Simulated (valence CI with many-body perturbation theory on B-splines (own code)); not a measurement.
**I2+: electric-dipole lines**

Computed by valence CI with perturbative core correlation (CI+MBPT): five valence electrons over a frozen Dirac-Fock core [Kr] 4d10, a basis of 11 s, 11 p, 10 d, 8 f, 5 g, 2 h functions for each j, with the one-electron correlation potential Σ1, the two-electron term Σ2, the three-electron term Σ3, Breit, model QED; selected CI, second order for the rest, scaled by the run's own slope (own B-spline code, finite nucleus).

No measured levels were compared; by estimate levels hold to about 250 cm⁻¹ or 0.2 % of their energy and the worst to 1 %, as in measured heavy ions of charge 2 to 7. Among the levels kept, up to 3000 cm⁻¹ of a level comes from second order outside the variational space, and about a tenth of that is noise between levels of different J, which matters for small intervals.

Lines 151 to 200 of 600 in falling wavelength, among levels below 188663 cm⁻¹, chosen from the strongest by gf and those to the six lowest levels. Wavelengths and rates use the calculated energies, so an error of 200 cm⁻¹ moves a line at 358.3 nm by 0.72 % and its rate by three times that or more. Electric multipoles are in the length gauge, E1 and E2 with the static RPA response of the core. Weak lines are less certain than strong ones. Lines between different terms over intervals too small for the method are left out, as are lines whose strength nearly cancels. Where a level lies close to another of its J and parity, the split of strength between their lines is uncertain. The highest levels of a list are the least certain.

Names give the largest LS component (configuration and term), which can be under half, so a name can repeat, a term be missing and a line seem to break the LS rules; names also repeat where a configuration has a term twice. Letters in brackets count levels of one name in rising energy.

```tsv
λ vac (nm)	Upper	Lower	A (s⁻¹)	S (a.u.) with core polarisation	S without
358.3	5s2 5p2 6p 2D°_3/2 [a]	5s2 5p2 5d 4D_5/2	6.21e+07	5.64e+00	5.57e+00
355.5	5s2 5p2 7s 2P_1/2	5s2 5p2 6p 4P°_1/2	2.84e+07	1.26e+00	1.25e+00
355.1	5s2 5p2 6p 2D°_5/2 [b]	5s2 5p2 5d 4D_7/2	6.68e+07	8.85e+00	8.75e+00
354.6	5s2 5p2 6p 2D°_5/2 [d]	5s2 5p2 5d 2D_3/2 [a]	2.13e+07	2.81e+00	2.86e+00
354.2	5s2 5p2 6p 2P°_1/2 [a]	5s2 5p2 6s 2P_3/2	4.42e+07	1.94e+00	2.01e+00
353.6	5s2 5p2 7s 2P_3/2 [b]	5s2 5p2 6p 2P°_3/2 [a]	1.51e+08	1.32e+01	1.31e+01
352.7	4f 5s2 5p2 4G°_5/2	5s2 5p2 5d 2D_3/2 [a]	1.42e+07	1.84e+00	1.87e+00
352.7	5s2 5p2 7s 2P_1/2	5s2 5p2 6p 2D°_3/2 [a]	1.23e+08	5.32e+00	5.28e+00
352.6	5s2 5p2 7s 4P_1/2	5s2 5p2 6p 4D°_3/2 [a]	2.22e+08	9.61e+00	9.53e+00
350.8	5s2 5p2 6d 2F_7/2 [a]	5s2 5p2 6p 2D°_5/2 [b]	5.34e+06	9.10e-01	9.17e-01
350.6	5s2 5p2 6p 4D°_1/2	5s2 5p2 5d 4F_3/2	1.10e+08	4.68e+00	4.62e+00
349.6	5s2 5p2 7s 4P_5/2	5s2 5p2 6p 4P°_3/2	3.99e+07	5.05e+00	4.99e+00
349.6	5s2 5p2 6p 2D°_5/2 [b]	5s2 5p2 6s 4P_5/2	5.86e+07	7.42e+00	7.57e+00
349.2	5s2 5p2 6d 4F_5/2 [b]	5s2 5p2 6p 4D°_7/2	7.73e+06	9.75e-01	9.57e-01
346.7	5s2 5p2 6p 4D°_3/2 [a]	5s2 5p2 5d 2P_1/2 [a]	2.25e+07	1.85e+00	1.88e+00
344.7	4f 5s2 5p2 2D°_3/2 [a]	5s 5p4 2P_1/2	3.09e+07	2.50e+00	2.49e+00
343.0	5s2 5p2 6d 4F_3/2	5s2 5p2 6p 2S°_1/2	1.43e+07	1.14e+00	1.15e+00
342.9	5s2 5p2 6p 2P°_3/2 [a]	5s2 5p2 6s 2P_1/2	4.14e+07	3.29e+00	3.36e+00
342.1	5s2 5p2 6d 2F_5/2	5s2 5p2 6p 4P°_3/2	4.30e+07	5.11e+00	5.10e+00
342.0	5s2 5p2 7s 4P_3/2	5s2 5p2 6p 4D°_5/2	1.66e+08	1.31e+01	1.30e+01
341.1	5s2 5p2 6p 2P°_1/2 [a]	5s 5p4 2S_1/2	3.04e+07	1.19e+00	1.20e+00
340.2	5s2 5p2 6p 2P°_1/2 [c]	5s 5p4 2P_1/2	2.52e+07	9.80e-01	9.98e-01
338.0	5s2 5p2 6p 2D°_3/2 [a]	5s2 5p2 5d 4D_3/2	1.94e+07	1.48e+00	1.47e+00
337.9	5s2 5p2 7s 4P_5/2	5s2 5p2 6p 4D°_7/2	1.46e+08	1.67e+01	1.66e+01
337.4	5s2 5p2 6p 2P°_3/2 [b]	5s2 5p2 6s 2D_3/2	8.59e+07	6.52e+00	6.62e+00
335.5	5s2 5p2 6p 4P°_1/2	5s2 5p2 5d 4D_3/2	6.48e+07	2.42e+00	2.38e+00
335.2	5s2 5p2 6d 4D_5/2	5s2 5p2 6p 2D°_5/2 [b]	6.80e+07	7.59e+00	7.65e+00
335.0	5s2 5p2 6p 4P°_1/2	5s2 5p2 5d 4D_1/2	8.43e+07	3.13e+00	3.12e+00
332.4	5s2 5p2 6d 4F_7/2	5s2 5p2 6p 2D°_5/2 [a]	1.79e+07	2.60e+00	2.62e+00
332.0	5s2 5p2 6p 2P°_3/2 [b]	5s2 5p2 5d 2F_5/2 [b]	1.90e+07	1.37e+00	1.41e+00
331.4	5s2 5p2 6d 4P_3/2	5s2 5p2 6p 2D°_5/2 [b]	4.70e+07	3.38e+00	3.40e+00
330.9	5s2 5p2 6d 2F_5/2	5s2 5p2 6p 4D°_7/2	1.94e+07	2.09e+00	2.08e+00
330.9	5s2 5p2 6p 2F°_7/2	5s2 5p2 5d 2G_9/2	1.41e+08	2.02e+01	1.99e+01
328.9	5s2 5p2 6p 4D°_3/2 [a]	5s2 5p2 5d 4F_5/2	1.45e+08	1.02e+01	1.01e+01
328.9	5s2 5p2 6d 2P_1/2	5s2 5p2 6p 2P°_1/2 [a]	2.28e+08	7.99e+00	8.05e+00
328.7	5s2 5p2 7s 4P_3/2	5s2 5p2 6p 4D°_3/2 [b]	7.12e+07	4.99e+00	4.95e+00
328.6	5s2 5p2 6p 2P°_3/2 [c]	5s2 5p2 5d 2D_5/2 [a]	6.35e+07	4.45e+00	4.42e+00
327.2	5s2 5p2 6p 4D°_3/2 [b]	5s2 5p2 5d 2F_5/2 [a]	8.95e+07	6.19e+00	6.10e+00
327.1	5s2 5p2 6d 2P_3/2	5s2 5p2 6p 2D°_3/2 [a]	2.16e+07	1.49e+00	1.51e+00
324.8	5s2 5p2 6p 2S°_1/2	5s2 5p2 5d 2P_1/2 [a]	4.21e+07	1.42e+00	1.41e+00
324.1	5s2 5p2 6d 2D_3/2	5s2 5p2 6p 2P°_1/2 [a]	1.84e+08	1.23e+01	1.24e+01
323.8	5s2 5p2 6p 2D°_5/2 [c]	5s2 5p2 5d 2G_7/2	9.21e+07	9.26e+00	9.15e+00
323.7	4f 5s2 5p2 4F°_7/2	5s2 5p2 5d 2F_5/2 [c]	1.29e+07	1.72e+00	1.72e+00
323.5	5s2 5p2 6d 4F_5/2 [b]	5s2 5p2 6p 2D°_3/2 [a]	3.37e+07	3.38e+00	3.40e+00
323.5	5s2 5p2 6p 2P°_3/2 [c]	5s 5p4 2P_1/2	1.24e+07	8.32e-01	8.48e-01
323.0	5s2 5p2 7s 2P_1/2	5s2 5p2 6p 4D°_3/2 [b]	6.24e+07	2.08e+00	2.05e+00
322.9	5s2 5p2 6d 4D_1/2	5s2 5p2 6p 4P°_1/2	2.06e+08	6.85e+00	6.90e+00
321.7	4f 5s2 5p2 4G°_7/2 [a]	5s2 5p2 5d 2G_9/2	6.97e+06	9.16e-01	8.98e-01
321.5	5s2 5p2 6d 4F_3/2	5s2 5p2 6p 4D°_3/2 [a]	6.94e+07	4.56e+00	4.59e+00
320.8	5s2 5p2 6p 4P°_3/2	5s2 5p2 5d 4D_5/2	2.55e+07	1.66e+00	1.64e+00
```
